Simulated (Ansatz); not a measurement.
Born–Oppenheimer molecular dynamics of BF$_{2}$H$_{2}$N (6 atoms, charge 0, multiplicity 1). It starts from a relaxed structure.

Level of theory: RKS CAM-B3LYP-D4/def2-SVP in Ansatz 0.2.0.

| Quantity | Value |
| --- | --- |
| ensemble | NVE (velocity Verlet) |
| time step | 0.5 fs |
| steps asked | 300 |
| starting velocities drawn for | 700 K |
| masses | H 10 u |
| seed | 838809 |

First frame:

```xyz
6
Properties=species:S:1:pos:R:3
B 0.073 0.000 -0.042
F -0.044 -0.606 1.133
N 1.279 0.000 -0.739
H 2.108 -0.459 -0.387
H 1.389 0.459 -1.632
F -1.003 0.606 -0.528
```

Q: How far do the bonds stretch over the last three quarters of this one trajectory? (Pairs bonded in most of those frames.)

A: 
```csv
bond,mean (Å),spread (Å),shortest,longest
B1–F2,1.330,0.025,1.29,1.37
B1–N3,1.396,0.024,1.36,1.44
B1–F6,1.334,0.038,1.27,1.40
N3–H4,1.013,0.013,0.99,1.04
N3–H5,1.014,0.017,0.98,1.05
```

Mean temperature of the second half: 346 K. The conserved energy stayed within 0.11 meV per atom of its start (net change 0.064 meV per atom), so the integration is sound. The temperature averaged 0.49 of the 700 K drawn at the start: a run that starts near a minimum puts about half its kinetic energy into the potential. A run of 0.15 ps of so small a system gives no equilibrium averages.

Run time: 21 min on 2 threads of Intel(R) Xeon(R) Processor @ 2.50GHz (Skylake/Cascade Lake) (shared host), peak memory 0.14 GiB.
